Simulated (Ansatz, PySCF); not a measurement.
Process, species as SMILES: O=C(O)O + 4 [H][H] (H2) -> C (CH4) + 3 O (H2O)
Each molecule is optimised on its own at B3LYP-D3(BJ)/def2-TZVP (Ansatz, a first-principles code), one conformer each, not searched for the lowest.

Property: energy of full hydrogenation (enthalpy at 298 K, with B3LYP-D3(BJ) rigid-rotor harmonic-oscillator terms from PySCF), in eV. Correlated levels leave the core frozen unless marked. Spin-orbit coupling is left out. No relativistic terms. Basis-set limits of correlation are two-point, X^-3; Hartree-Fock from the larger set. The bracket is a focal-point correction in the basis named.

```json
[
 {"level": "HF/aug-cc-pVTZ", "program": "Ansatz", "energy of full hydrogenation (eV)": "-1.96", "minus last row": "0.02"},
 {"level": "HF/cc-pVQZ", "program": "Ansatz", "energy of full hydrogenation (eV)": "-1.88", "minus last row": "0.10"},
 {"level": "HF-D3(BJ)/def2-TZVPD", "program": "PySCF + dftd3", "energy of full hydrogenation (eV)": "-1.75", "minus last row": "0.23"},
 {"level": "PBE/def2-TZVPD", "program": "Ansatz", "energy of full hydrogenation (eV)": "-1.66", "minus last row": "0.32"},
 {"level": "BLYP-D4/def2-TZVPD", "program": "Ansatz + dftd4", "energy of full hydrogenation (eV)": "-1.45", "minus last row": "0.53"},
 {"level": "r2SCAN/def2-TZVPD", "program": "Ansatz", "energy of full hydrogenation (eV)": "-1.55", "minus last row": "0.43"},
 {"level": "PBE0/6-31G*", "program": "Ansatz", "energy of full hydrogenation (eV)": "-0.90", "minus last row": "1.08"},
 {"level": "PBE0-D3(BJ)/def2-TZVPD", "program": "Ansatz + dftd3", "energy of full hydrogenation (eV)": "-1.87", "minus last row": "0.11"},
 {"level": "PBE0-D4/def2-TZVP", "program": "Ansatz + dftd4", "energy of full hydrogenation (eV)": "-1.63", "minus last row": "0.35"},
 {"level": "PBE0-D4/def2-TZVPD", "program": "Ansatz + dftd4", "energy of full hydrogenation (eV)": "-1.86", "minus last row": "0.12"},
 {"level": "CAM-B3LYP-D3(BJ)/def2-TZVPD", "program": "Ansatz + dftd3", "energy of full hydrogenation (eV)": "-1.80", "minus last row": "0.18"},
 {"level": "CAM-B3LYP-D4/def2-TZVPD", "program": "Ansatz + dftd4", "energy of full hydrogenation (eV)": "-1.78", "minus last row": "0.20"},
 {"level": "RPA@PBE/cc-pVTZ", "program": "Ansatz", "energy of full hydrogenation (eV)": "-1.56", "minus last row": "0.42"},
 {"level": "MP2/6-31G*", "program": "Ansatz", "energy of full hydrogenation (eV)": "-0.60", "minus last row": "1.38"},
 {"level": "MP2/cc-pVDZ", "program": "Ansatz", "energy of full hydrogenation (eV)": "-1.21", "minus last row": "0.77"},
 {"level": "MP2/cc-pVTZ", "program": "Ansatz", "energy of full hydrogenation (eV)": "-1.72", "minus last row": "0.26"},
 {"level": "RI-MP2/CBS(aug-cc-pVTZ,aug-cc-pVQZ)", "program": "Ansatz", "energy of full hydrogenation (eV)": "-2.00", "minus last row": "-0.02"},
 {"level": "CCSD/aug-cc-pVDZ", "program": "Ansatz", "energy of full hydrogenation (eV)": "-2.30", "minus last row": "-0.32"},
 {"level": "CCSD(T)/cc-pwCVTZ", "program": "Ansatz", "energy of full hydrogenation (eV)": "-1.69", "minus last row": "0.29"},
 {"level": "RI-MP2/CBS(aug-cc-pVTZ,aug-cc-pVQZ)+[CCSD(T)-MP2]/aug-cc-pVDZ", "program": "Ansatz", "energy of full hydrogenation (eV)": "-1.97", "minus last row": "0.01"},
 {"level": "RI-MP2/CBS(aug-cc-pVTZ,aug-cc-pVQZ)+[CCSD(T)-MP2]/aug-cc-pVTZ", "program": "Ansatz", "energy of full hydrogenation (eV)": "-1.98", "minus last row": "0.00"}
]
```
